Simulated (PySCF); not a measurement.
# Structure elucidation problem

The spectra below were simulated for a compound C5H12OSi.

¹H NMR (600 MHz, computed): δ 4.80 (m, 1H), 4.79 (m, 1H), 3.59 (m, 1H), 2.36 (m, 1H), 1.78 (m, 1H), 1.61 (m, 1H), 1.47 (m, 1H), 1.30 (m, 1H), 1.11 (d, 3H), -0.29 (br s, 1H).

¹³C{¹H} NMR (computed): δ 76.2 (CH), 42.3 (CH), 26.4 (CH2), 26.2 (CH3), 5.8 (CH2).

- GIAO PBE0/pcSseg-1 shieldings
- GFN2-xTB structure
- code: PySCF 2.14.0 with density-fitted response routines
- one computed conformer, fast rotation and ring inversion assumed for equivalent nuclei, no solvent model, non-relativistic Hamiltonian

References, each an isolated molecule treated in the same way: ¹H (31.72 ppm) and ¹³C (186.93 ppm) vs TMS.

Q: Which candidate is it?
A. CC(C)[C@H]([SiH3])C=O
B. C[SiH2]COC1CC1
C. C[C@@H](O)[C@H]1CC[SiH2]1
D. CC/C=C/CO[SiH3]
E. C=CO[SiH2]C(C)C
F. CC[SiH2]C(=O)CC

A: C. 

- Rings plus π bonds: 1 (1 ring in the answer).
- 5 carbon signals for 5 carbons: no two carbons are equivalent.
- Carbon types of the structure: 2 × CH, 2 × CH2, 1 × CH3, leaving 3 H on heteroatoms.
- δC 76.2: sp3 CH bonded to O; the inductive effect lowers its shielding.
- δC 26.4: sp3 CH2 in a ring; a saturated carbon with 2 carbon neighbours and no heteroatom attached.
- δC 5.8: sp3 CH2 bonded to Si; an electropositive neighbour leaves it electron-rich and shielded.
- δH 3.59: hydrogen on an sp3 CH bonded to O; its carbon carries O, hence the downfield position.
- δH -0.29: hydrogen on an alcohol oxygen; labile proton, position sensitive to the medium.

The others: CC(C)[C@H]([SiH3])C=O would give 6 signals for carbon-bound and other non-exchanging H, not 9; C=CO[SiH2]C(C)C would give 4 carbon signals, not 5; C[SiH2]COC1CC1 would give 4 carbon signals, not 5; CC[SiH2]C(=O)CC would give 5 signals for carbon-bound and other non-exchanging H, not 9; CC/C=C/CO[SiH3] would give 6 signals for carbon-bound and other non-exchanging H, not 9.

Exchangeable OH/NH protons stand at their gas-phase positions; hydrogen bonding in a real sample shifts them, mostly to higher δ. Shifts are as computed. Against solution values, carbons near 30 ppm lie about +3 ppm off and those near 130 ppm about +5 ppm. Of 1309 compounds with measured shifts, 239 miss one by over three times the rms of a fit or turn the order of signals round; such compounds aren't used in these exercises. No couplings were computed; multiplicities are counted from neighbouring protons, with m where these are inequivalent, close in shift, in a saturated or five-membered ring or joined by F or P, and br s for small geminal =CH2 splittings.
